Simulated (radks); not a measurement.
All-electron atom: Hf2+ in [Xe] 4f13 5d2 6p1 (not the ground configuration). Method: non-relativistic Kohn-Sham, PBE, spin-unpolarised, spherical densities, point nucleus; relativity is left out, which matters for an element this heavy; computed with a radial shooting solver on a logarithmic mesh with Libxc functionals.

Normalised radial functions P(r) = r R(r), r in bohr:

r	4p
0.001111	0.0023
0.001768	0.0056
0.002789	0.0134
0.004436	0.0320
0.007055	0.0735
0.01122	0.1594
0.0177	0.3108
0.02815	0.5220
0.04478	0.6455
0.07121	0.3395
0.1124	-0.5017
0.1787	-0.9027
0.2842	0.3754
0.452	1.6176
0.7131	0.9975
1.134	0.1787
1.804	0.0071
2.869	0.0000
4.526	0.0000
7.199	0.0000
11.45	0.0000

4p: eigenvalue -382.76 eV, 2 radial nodes at r = 0.0875, 0.258 bohr, <r> = 0.515 bohr, 90 % of the charge inside 0.748 bohr.
